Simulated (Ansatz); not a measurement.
Stepwise reaction of `C[O][GaH][O]C` with hydrogen sulfide, as a gas-phase model of exchange steps in deposition or etching. ΔE in kJ/mol; ΔG adds harmonic PBE0-D4 terms to CCSD(T)/CBS, at 1 bar.

Program: Ansatz. Geometries: PBE0-D4/def2-TZVP. ΔE: electronic, gas phase. CCSD(T)/CBS adds triple-zeta CCSD(T) − MP2 to the extrapolated MP2 energy (def2 sets, frozen cores). This one scheme is used for every species. DFT in def2-TZVPP. B3LYP here is the variant with VWN-RPA as its local correlation; programs differ in this. For Ga outer-core shells are correlated without core-valence functions, which leaves a few kJ/mol of doubt a bond. Scalar relativity is left out up to krypton. One conformer a species, not always the lowest.

```tsv
step	reaction	PBE-D4	B3LYP-D4	ωB97M-V	CCSD(T)/CBS	ΔG(400 K)
1	`C[O][GaH][O]C` + H₂S → `C[O][GaH][SH]` + CH₃OH	-41.6	-34.7	-36.7	-36.0	-28.7
```

Problem. Give the row of step 2, `C[O][GaH][SH]` + H₂S → `[SH][GaH][SH]` + CH₃OH. (An estimate is asked.)

Solution. Ansatz gave: 
```tsv
step	reaction	PBE-D4	B3LYP-D4	ωB97M-V	CCSD(T)/CBS	ΔG(400 K)
2	`C[O][GaH][SH]` + H₂S → `[SH][GaH][SH]` + CH₃OH	-37.5	-32.3	-34.6	-34.7	-25.4
```

Problem. By hand: ΔE of the 2 steps together at CCSD(T)/CBS.

Solution. (-36.0) + (-34.7) = -70.7 kJ/mol, or -35.4 kJ/mol a step.

In ΔE the steps differ by no more than 1.3 kJ/mol. All are downhill at CCSD(T)/CBS. ΔG lies between -28.7 and -25.4 kJ/mol a step. PBE-D4 differs from CCSD(T)/CBS by -5.6 to -2.8 kJ/mol a step. Isolated molecules leave out the surface, adducts and barriers. Largest T1 diagnostic: 0.014.
